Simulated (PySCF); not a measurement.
Sc²⁰⁺ (scandium, charge +20) across methods

1s1, 2S determinant. All numbers are calculated (PySCF 2.14, the spin-free X2C one-electron Hamiltonian (Gaussian nucleus), in an even-tempered Gaussian basis (17 s from 17 bohr⁻², ratio 2.2; 7 p from 26 bohr⁻², ratio 2.4; 4 d from 77 bohr⁻², ratio 2.4; 3 f from 120 bohr⁻², ratio 2.4; 3 g from 170 bohr⁻², ratio 2.4)).

| method | E (hartree) | mean ε 1s α (eV) | Σ⟨r²⟩ (bohr²) | ⟨S²⟩ |
| --- | --- | --- | --- | --- |
| PBE | -221.689 | -5900.3 | 0.006695 | 0.750 |
| BLYP | -221.764 | -5901.6 | 0.006690 | 0.750 |
| UHF | -221.80921 | -6035.7 | 0.006670 | 0.750 |
| M06-L | -221.883 | -5915.4 | 0.006668 | 0.750 |
| r2SCAN | -221.815 | -5916.2 | 0.006680 | 0.750 |
| LDA | -220.930 | -5883.1 | 0.006715 | 0.750 |
| PBE0 | -221.720 | -5934.2 | 0.006689 | 0.750 |

For one electron the Hartree and exchange-correlation energies should cancel; what remains is the self-interaction error.
